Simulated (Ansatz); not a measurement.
Wavefunction ladder for `[NH2][In][OH]` radical

Cartesian coordinates in Å:
```
N 0.777 0.595 1.065
In 0.148 0.372 -0.893
O -1.519 -0.745 -0.998
H 1.731 0.929 1.147
H 0.719 -0.286 1.568
H -1.857 -0.865 -1.888
```

The species carries charge 0 and has multiplicity 2. Correlated methods include outer-core shells of In, which these sets cover unevenly. In takes the def2 core potential. Geometry: relaxed with PBE0-D4/def2-TZVP. It is one conformer, not always the lowest. Frozen core, unrestricted reference, Ansatz 0.2.0.

```
     basis     HF (Eh)  MP2 corr.
  def2-SVP  -320.15078   -0.44018
def2-TZVPP  -320.33220   -0.73400
def2-QZVPP  -320.34069   -0.95801
```

(1) Estimate the CCSD correlation energy and the (T) correction in each basis where they were run (hartree).

Results:

(1) 
| basis | CCSD corr. | (T) |
| --- | --- | --- |
| def2-SVP | -0.45974 | -0.01323 |
| def2-TZVPP | -0.73585 | -0.02691 |
